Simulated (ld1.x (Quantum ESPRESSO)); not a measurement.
**An all-electron radial function and its pseudo partner (indium)**

Columns: radius, all-electron u(r) and pseudo u(r) of the 5s shell (level -8.21 eV) of indium in the configuration [Kr] 4d10 5s2 5p1; PBE, scalar-relativistic, ultrasoft scheme, ld1.x (Quantum ESPRESSO) 7.5.

```json
{"r (bohr)": "0.143", "all-electron": "-0.0158", "pseudo": "0.0600"}
{"r (bohr)": "0.285", "all-electron": "0.1984", "pseudo": "0.1197"}
{"r (bohr)": "0.428", "all-electron": "-0.0579", "pseudo": "0.1800"}
{"r (bohr)": "0.570", "all-electron": "-0.2816", "pseudo": "0.2400"}
{"r (bohr)": "0.713", "all-electron": "-0.3154", "pseudo": "0.3003"}
{"r (bohr)": "0.855", "all-electron": "-0.2065", "pseudo": "0.3595"}
{"r (bohr)": "0.998", "all-electron": "-0.0328", "pseudo": "0.4176"}
{"r (bohr)": "1.140", "all-electron": "0.1486", "pseudo": "0.4730"}
{"r (bohr)": "1.283", "all-electron": "0.3118", "pseudo": "0.5253"}
{"r (bohr)": "1.425", "all-electron": "0.4438", "pseudo": "0.5724"}
{"r (bohr)": "1.568", "all-electron": "0.5445", "pseudo": "0.6138"}
{"r (bohr)": "1.710", "all-electron": "0.6152", "pseudo": "0.6476"}
{"r (bohr)": "1.853", "all-electron": "0.6611", "pseudo": "0.6730"}
{"r (bohr)": "1.995", "all-electron": "0.6860", "pseudo": "0.6889"}
{"r (bohr)": "2.138", "all-electron": "0.6946", "pseudo": "0.6948"}
{"r (bohr)": "2.280", "all-electron": "0.6902", "pseudo": "0.6902"}
{"r (bohr)": "2.423", "all-electron": "0.6760", "pseudo": "0.6760"}
{"r (bohr)": "2.565", "all-electron": "0.6547", "pseudo": "0.6547"}
{"r (bohr)": "2.708", "all-electron": "0.6279", "pseudo": "0.6279"}
{"r (bohr)": "2.850", "all-electron": "0.5978", "pseudo": "0.5978"}
{"r (bohr)": "2.992", "all-electron": "0.5655", "pseudo": "0.5655"}
{"r (bohr)": "3.135", "all-electron": "0.5318", "pseudo": "0.5318"}
{"r (bohr)": "3.278", "all-electron": "0.4977", "pseudo": "0.4977"}
{"r (bohr)": "3.420", "all-electron": "0.4642", "pseudo": "0.4642"}
{"r (bohr)": "3.563", "all-electron": "0.4311", "pseudo": "0.4311"}
{"r (bohr)": "3.705", "all-electron": "0.3994", "pseudo": "0.3994"}
```

(1) How many radial nodes do the two functions have?

(2) At about which radius was the pseudo-wave matched?

(3) Where does each function peak?

(4) Is the pseudo-wave norm-conserving?

Answers

(1) The all-electron 5s function has n − l − 1 = 4 (the table is too coarse to show those close to the nucleus); the pseudo-wave has 0, since the states of the same l below it are removed with the core.

(2) 2.25 bohr, where the columns begin to agree (steps of 0.14 bohr).

(3) Outermost all-electron maximum near 2.14 bohr, pseudo maximum near 2.14 bohr (to the table’s step).

(4) No, it belongs to an ultrasoft set: the norm inside the radius is not constrained, and the difference is carried by the augmentation charge.
